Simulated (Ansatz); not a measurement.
Consider the formal exchange of groups at a B–Si bond: `CNB(F)[SiH3]` + `[SiH3]Cl` → `CNB(F)[SiH2]Cl` + SiH₄.

Gas-phase electronic energies from Ansatz, PBE0-D4/def2-TZVP geometries. CCSD(T)/CBS is the MP2 limit (def2-TZVPP, def2-QZVPP) plus CCSD(T) − MP2 in def2-TZVPP, frozen cores. This one scheme is used for every species. Functionals use def2-TZVPP. B3LYP here is the variant with VWN-RPA as its local correlation; programs differ in this. Each species was taken in one conformer, which may not be the lowest.

`CNB(F)[SiH3]`:

```xyz
12

C    -0.111   -0.142    1.744
N    -0.904    0.481    0.712
B    -0.680    0.507   -0.659
F    -1.588    1.169   -1.407
Si    0.871   -0.346   -1.657
H     0.755   -0.628    1.296
H     0.251    0.593    2.469
H    -0.684   -0.902    2.284
H    -1.729    0.959    1.048
H     1.827   -1.074   -0.776
H     1.639    0.699   -2.390
H     0.355   -1.316   -2.663
```

`[SiH3]Cl`:

Z-matrix (Å, degrees):
```
Si
Cl 1 2.054
H 1 1.481 2 108.5
H 1 1.481 2 108.5 3 -120.0
H 1 1.481 2 108.5 3 120.0
```

`CNB(F)[SiH2]Cl`:

```xyz
12

C    -1.427    1.185   -1.053
N    -0.673    0.178   -0.339
B     0.627    0.290    0.126
F     1.313    1.430   -0.075
Si    1.499   -1.250    1.109
Cl    0.110   -2.796    1.194
H    -0.811    2.074   -1.181
H    -1.725    0.828   -2.042
H    -2.329    1.467   -0.503
H    -1.158   -0.690   -0.171
H     1.872   -0.926    2.510
H     2.703   -1.788    0.424
```

SiH₄:

```xyz
5

Si    0.000    0.000    0.000
H     1.144    0.769    0.551
H    -0.365   -1.088    0.942
H     0.383   -0.587   -1.309
H    -1.162    0.906   -0.184
```

```csv
level,ΔE (kJ/mol),difference from CCSD(T)/CBS
r2SCAN-D4,-13.4,-0.3
B2PLYP,-12.5,0.6
r2SCAN,-12.8,0.3
B3LYP,-11.7,1.4
MP2/def2-TZVPP,-13.8,-0.7
CCSD/def2-TZVPP,-12.3,0.8
HF/def2-QZVPP,-10.7,2.4
MP2/def2-QZVPP,-13.7,-0.6
SCS-MP2/def2-QZVPP,-13.1,0.0
HF/CBS(def2),-10.6,2.5
CCSD(T)/CBS,-13.1,0
```

Largest T1 diagnostic among the species: 0.013.
